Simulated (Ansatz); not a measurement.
System: C2H9BN2 (charge 0, singlet). 
Structure (B3LYP-D3(BJ)/def2-TZVP (Ansatz, a quantum-chemistry and plane-wave program) minimum search):
```xyz
14

C      1.9339    -0.3855    -0.5848
C      0.9890     0.3923     0.3352
B     -0.5655     0.1044     0.1620
N     -1.4889     0.7970     0.9885
N     -1.0249    -0.8277    -0.8005
H      2.9805    -0.1317    -0.4037
H      1.8341    -1.4643    -0.4391
H      1.7288    -0.1746    -1.6376
H      1.2607     0.1966     1.3794
H      1.1569     1.4673     0.1985
H     -1.1946     1.4633     1.6795
H     -2.4863     0.6783     0.9485
H     -0.3994    -1.3339    -1.4002
H     -1.9933    -1.0495    -0.9541
```

Basis-set convergence of Hartree-Fock and MP2 correlation energies (hartree) with Ansatz. Valence correlation only, unless marked. Spin-orbit coupling is left out. Non-relativistic.

| basis | functions | E(HF) | E(corr, MP2) |
|---|---|---|---|
| aug-cc-pVDZ | 196 | -214.68889 | -0.75172 |
| aug-cc-pVTZ | 437 | (withheld) | (withheld) |

Some entries are withheld; supply them.


- aug-cc-pVTZ, E(HF): -214.74271
- aug-cc-pVTZ, E(corr, MP2): -0.90166
